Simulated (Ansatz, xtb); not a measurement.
**Two structures of C3H7Al+**

We compare a, a doublet given by its coordinates, with b, a doublet given by its coordinates. Both are isolated ions in the gas phase, relaxed with B3LYP-D3(BJ)/def2-SVP.

a (Å):

```xyz
11

C    -1.7261    0.1023    0.1118
C    -0.7758   -0.6958   -0.6818
C    -0.1085   -1.8175   -0.2514
Al   -1.2018   -3.6945   -0.6127
H    -2.6902    0.1888   -0.4225
H    -1.3464    1.1407    0.1708
H    -1.8846   -0.2809    1.1290
H    -0.6094   -0.3702   -1.7181
H    -0.0762   -2.0387    0.8295
H     0.7483   -2.1864   -0.8375
H    -0.2004   -4.8325   -0.1150
```

Close contacts (Å): C1–C2 1.47, C2–C3 1.37, C3–Al4 2.20, C1–H5 1.11, C1–H6 1.11, C1–H7 1.10, C2–H8 1.10, C3–H9 1.10, C3–H10 1.10, Al4–H11 1.60.

b (Å):

```xyz
11

C    -0.7792    2.6646   -1.2170
C    -0.8642    1.1812   -1.1182
C     0.4685   -1.1396    1.5837
Al   -0.2020    0.0407    0.2303
H    -1.7986    3.0923   -1.2887
H    -0.2838    2.9480   -2.1662
H    -0.2528    3.1574   -0.3883
H    -1.3889    0.6887   -1.9527
H     0.7088   -2.1227    1.1445
H     1.3876   -0.7230    2.0295
H    -0.2809   -1.2802    2.3802
```

Close contacts (Å): C1–C2 1.49, C2–Al4 1.89, C3–Al4 1.92, C1–H5 1.11, C1–H6 1.11, C1–H7 1.10, C2–H8 1.10, C3–H9 1.10, C3–H10 1.10, C3–H11 1.10.

Quicker runs give these differences E(b) − E(a): GFN2-xTB +0.7 kJ/mol; HF/STO-3G −168.8 kJ/mol (at GFN2-xTB geometries); r2SCAN-D4/def2-SVP −63.1 kJ/mol (at GFN2-xTB geometries).

**Question.** Estimate E(b) − E(a) at the level CCSD(T)/def2-SVP.

**Answer.** Calculated at CCSD(T)/def2-SVP: E(b) − E(a) = −27.5 kJ/mol, so structure b lies lower.

How the difference moves with the method:

```csv
level,geometry,E(b) − E(a) (kJ/mol),departure from the last row (kJ/mol),"job, with rough time for the two"
GFN2-xTB,GFN2-xTB,+0.7,+28.3,"optimisation, 0.24 s"
HF/STO-3G,GFN2-xTB,−168.8,−141.3,"single point, 0.28 s"
r2SCAN-D4/def2-SVP,GFN2-xTB,−63.1,−35.6,"single point, 3.4 s"
B3LYP-D3(BJ)/def2-SVP,B3LYP-D3(BJ)/def2-SVP,−25.9,+1.6,"optimisation, 51 s"
HF/def2-SVP,B3LYP-D3(BJ)/def2-SVP,−35.6,−8.0,part of the CCSD(T) run
MP2/def2-SVP,B3LYP-D3(BJ)/def2-SVP,−29.1,−1.6,part of the CCSD(T) run
CCSD(T)/def2-SVP,B3LYP-D3(BJ)/def2-SVP,−27.5,,"single point, 18 s"
```

GFN2-xTB finds them nearly level. The largest departure from CCSD(T)/def2-SVP is that of HF/STO-3G, 141.3 kJ/mol. MP2 in a larger basis moves the difference by −3.9 kJ/mol, a step that isn't added because spin contamination makes open-shell MP2 unreliable in this search.

With harmonic frequencies from B3LYP-D3(BJ)/def2-SVP (ideal gas, rigid rotor, one conformer each, 298.15 K, 1 atm): on the last row, ΔE + ΔZPE = −24.5 kJ/mol. A mode under 50 cm⁻¹ makes harmonic enthalpies and free energies unreliable, so none is given.

Open shells are spin-unrestricted, with notable spin contamination under HF/STO-3G. The correlated steps freeze 8 core orbitals. Codes used: Ansatz 0.2.0, xtb 6.7.1; the last row on 2 threads of Intel(R) Xeon(R) Platinum 8488C (Sapphire Rapids) on a shared host.
